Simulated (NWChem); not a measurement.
System: BeHCl; SMILES [BeH][Cl]

Here is an NWChem input.

```
start job
memory heap 200 mb stack 900 mb global 1100 mb
geometry units angstroms
  Be     0.000000     0.000000    -1.300052
  H      0.000000     0.000000    -2.635533
  Cl     0.000000     0.000000     0.526685
end
basis spherical
  * library def2-svp
end
dft
  xc xcamb88 1.00 lyp 0.81 vwn_5 0.19 hfexch 1.00
  cam 0.33 cam_alpha 0.19 cam_beta 0.46
  iterations 150
end
driver
  maxiter 120
end
task dft optimize
task dft freq
```

The level has its own optimisation; frequencies are unscaled.

Q: Predict the main results of this run. (CAM-B3LYP/def2-SVP.) Quantities: r Be–H (Å); r Be–Cl (Å); highest harmonic frequency (cm⁻¹); lowest (cm⁻¹); zero-point energy (kcal/mol).

A: 
- r Be–H (Å) = 1.321
- r Be–Cl (Å) = 1.813
- highest harmonic frequency (cm⁻¹) = 2239
- lowest (cm⁻¹) = 517
- zero-point energy (kcal/mol) = 5.8
